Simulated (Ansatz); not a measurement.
CH₆ClNSSi (`C[Si](N)(S)Cl`), relaxed with RKS PBE-D4/def2-SVP in the Gaussian-basis code of Ansatz from a rough embedded geometry. The force threshold is 0.03 eV/Å; the program also tests the step.

The species carries charge 0 and has multiplicity 1.

Start:

```xyz
11

C     0.377    1.378   -0.294
Si   -0.013   -0.344   -0.323
N    -1.168   -0.727    0.851
S     1.630   -1.569    0.134
Cl   -0.758   -0.904   -2.133
H    -0.485    2.064   -0.549
H     1.146    1.664   -1.069
H     0.745    1.744    0.638
H    -2.057   -0.440    0.488
H    -1.241   -1.786    0.838
H     1.824   -1.081    1.418
```

| step | energy (eV) | largest force (eV/Å) | largest move (Å) |
| --- | --- | --- | --- |
| 1 | -33834.7297 | 3.320 | 0.000 |
| 2 | -33835.1368 | 1.262 | 0.195 |
| 3 | -33835.2276 | 0.524 | 0.121 |
| 4 (rejected) | -33835.2124 | 1.030 | 0.200 |
| 5 | -33835.2753 | 0.331 | 0.097 |
| 6 | -33835.2804 | 0.131 | 0.083 |
| 7 (rejected) | -33835.2800 | 0.269 | 0.123 |
| 8 | -33835.2862 | 0.040 | 0.061 |
| 9 | -33835.2874 | 0.018 | 0.052 |

End:

```xyz
11

C     0.333    1.448   -0.333
Si    0.025   -0.399   -0.357
N    -1.197   -0.784    0.805
S     1.754   -1.615    0.064
Cl   -0.437   -0.931   -2.339
H    -0.592    2.003   -0.591
H     1.111    1.712   -1.075
H     0.672    1.774    0.671
H    -2.050   -0.217    0.826
H    -1.418   -1.771    0.960
H     1.799   -1.220    1.369
```

Run time 14 s (4 threads of an Arm Neoverse V1 on a shared host); peak host memory 0.19 GiB.
